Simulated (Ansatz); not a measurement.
Ge(vinyl)2H2 (C₄H₈Ge). Charge 0, multiplicity 1. Geometry PBE-D4/def2-SVP.

Cartesian coordinates in Å:
```
Ge -0.1149 -0.4201 -0.6832
C -0.4003 1.5052 -0.4976
C 0.2770 2.4248 -1.2100
H -1.1461 1.8429 0.2456
H 1.0330 2.1379 -1.9620
H 0.1090 3.5083 -1.0786
C 0.4854 -1.1884 1.0114
C -0.1981 -2.1391 1.6753
H 1.4267 -0.8017 1.4438
H -1.1438 -2.5556 1.2862
H 0.1536 -2.5491 2.6385
H 0.9542 -0.6229 -1.7946
H -1.4357 -1.1423 -1.0748
```

The 6-31G sets use Cartesian d functions. The restricted singlet is unstable towards broken spin symmetry in Hartree–Fock (as tested in another run); at HF/STO-3G, HF/6-31G this wasn't settled.

Task: Estimate the orbital energies around the gap (eV) in Ansatz with HF/STO-3G, HF/6-31G, PBE-D4/def2-SVP, r2SCAN-D4/def2-TZVP, BHLYP-D4/def2-TZVP.

Result: 
| orbital | HF/STO-3G | HF/6-31G | PBE-D4/def2-SVP | r2SCAN-D4/def2-TZVP | BHLYP-D4/def2-TZVP |
| --- | --- | --- | --- | --- | --- |
| HOMO−5 | -13.40 | -14.94 | -9.55 | -10.03 | -12.67 |
| HOMO−4 | -11.13 | -12.51 | -7.99 | -8.42 | -10.63 |
| HOMO−3 | -10.51 | -12.05 | -7.70 | -8.06 | -10.27 |
| HOMO−2 | -9.95 | -11.58 | -7.28 | -7.62 | -9.84 |
| HOMO−1 | -8.33 | -10.14 | -6.63 | -6.94 | -8.81 |
| HOMO | -8.22 | -9.94 | -6.51 | -6.81 | -8.64 |
| LUMO | 8.20 | 3.70 | -1.38 | -1.36 | 0.52 |
| LUMO+1 | 8.48 | 3.85 | -0.98 | -0.92 | 1.02 |
| LUMO+2 | 12.87 | 5.06 | 1.00 | 1.13 | 2.29 |
| LUMO+3 | 13.62 | 5.12 | 1.15 | 1.16 | 2.36 |
| LUMO+4 | 13.99 | 5.91 | 1.60 | 1.56 | 2.77 |
| LUMO+5 | 14.18 | 6.48 | 1.72 | 1.86 | 2.95 |
